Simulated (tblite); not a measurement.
Parent: `[CH3:1][CH2:2][CH:3]([CH2:4][CH3:5])[S:6][CH3:7]` with C1–C2–C3–C4 -176°, C2–C3–C4–C5 176°, C2–C3–S6–C7 63°, C6H14S.

The geometries are computed with GFN2-xTB (gas phase). One conformer each, not checked by frequencies here.

```json
{"coordinate of the parent": "C1–C2", "value": "1.523 Å"}
{"coordinate of the parent": "C2–C3", "value": "1.527 Å"}
{"coordinate of the parent": "C3–C4", "value": "1.527 Å"}
{"coordinate of the parent": "C4–C5", "value": "1.523 Å"}
{"coordinate of the parent": "C3–S6", "value": "1.837 Å"}
{"coordinate of the parent": "S6–C7", "value": "1.816 Å"}
{"coordinate of the parent": "C1–C2–C3", "value": "112.8°"}
{"coordinate of the parent": "C2–C3–C4", "value": "112.1°"}
{"coordinate of the parent": "C2–C3–S6", "value": "111.9°"}
{"coordinate of the parent": "C4–C3–S6", "value": "111.9°"}
{"coordinate of the parent": "C3–C4–C5", "value": "112.8°"}
{"coordinate of the parent": "C3–S6–C7", "value": "102.9°"}
```

Problem. In one relative the bonds that all share with the parent change as follows (parent's numbers): C1–C2 -0.001, C2–C3 -0.004, C3–C4 -0.008, C3–S6 +0.001, S6–C7 -0.001 Å. Which is it?
A. `[CH3:1][CH2:2][C@H:3]([CH2:4][S:5][CH3:6])[S:7][CH3:8]` with C1–C2–C3–C4 -176°, C2–C3–C4–S5 66°, C3–C4–S5–C6 75°, C2–C3–S7–C8 59°
B. `[CH3:1]/[CH:2]=[C:3](/[CH2:4][CH3:5])[S:6][CH3:7]` with C2–C3–C4–C5 -103°, C2–C3–S6–C7 -91°

Solution. A. The changes in all of them (Å):

| SMILES | C1–C2 | C2–C3 | C3–C4 | C3–S6 | S6–C7 |
| --- | --- | --- | --- | --- | --- |
| CC[C@H](CSC)SC | -0.001 | -0.004 | -0.008 | +0.001 | -0.001 |
| C/C=C(/CC)SC | -0.034 | -0.202 | -0.028 | -0.039 | +0.005 |

Atoms are paired thus: CC[C@H](CSC)SC: C1 = C1, C2 = C2, C3 = C3, C4 = C4, S6 = S7, C7 = C8; C/C=C(/CC)SC: C1 = C1, C2 = C2, C3 = C3, C4 = C4, C5 = C5, S6 = S6, C7 = C7.
